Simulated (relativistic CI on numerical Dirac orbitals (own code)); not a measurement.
## Cs⁷⁺: q coefficients and field-shift factors

Calculated at this level of theory: Dirac-Coulomb-Breit CI, orbitals from a KLI potential per configuration, derivatives by finite differences, unscaled Slater integrals, QED left out (own radial code, finite nucleus).

CI space (outside the closed core [Kr] 4d10): 5s², 5s5p, 5p², 5s5d, 4f², 5s4f, 5d², 4f5p. Levels of other configurations are missing.

With x = (α/α₀)² − 1 an excitation energy changes as ω = ω₀ + qx; K = 2q/ω₀ is the relative enhancement. Terms are leading LS components, so labels can repeat. The field-shift factor is F = δν/δ⟨r²⟩ for the transition from the lowest level.

Lowest level 5s² ¹S0.

| Level | ω₀ (cm⁻¹) | q (cm⁻¹) | K | F (GHz/fm²) |
| --- | --- | --- | --- | --- |
| 5s5p ³P°0 | 101931 | 7422 | 0.146 | -33.7 |
| 5s5p ³P°1 | 107566 | 12400 | 0.23 | -33.9 |
| 5s5p ³P°2 | 123079 | 31010 | 0.504 | -34.7 |
| 5s5p ¹P°1 | 171883 | 26130 | 0.304 | -33.5 |
| 5p² ³P0 | 246445 | 22250 | 0.181 | -69.5 |
| 5p² ¹D2 | 258554 | 39960 | 0.309 | -66.5 |
| 5p² ³P1 | 259171 | 40350 | 0.311 | -70.3 |
| 5s4f ³F°2 | 260690 | 43690 | 0.335 | -35.9 |
| 5s4f ³F°3 | 260952 | 43870 | 0.336 | -35.9 |
| 5s4f ³F°4 | 261331 | 44140 | 0.338 | -35.8 |
| 5s4f ¹F°3 | 271057 | 45060 | 0.333 | -36.7 |
| 5p² ³P2 | 278094 | 60960 | 0.438 | -68.7 |
| 5p² ¹S0 | 310131 | 58550 | 0.378 | -69.5 |

At this charge configurations can still be misplaced by up to about 7 % of their energy. Levels and lines within the n = 5 or 6 shells can be off by up to 10 % or somewhat more, and those that change n by about 2 %, since core polarisation is missing. Levels that differ in their count of f electrons can be misplaced by several ten thousand cm⁻¹, since the correlation energy of f electrons is missing or only estimated; rates across such gaps can be off by orders of magnitude.
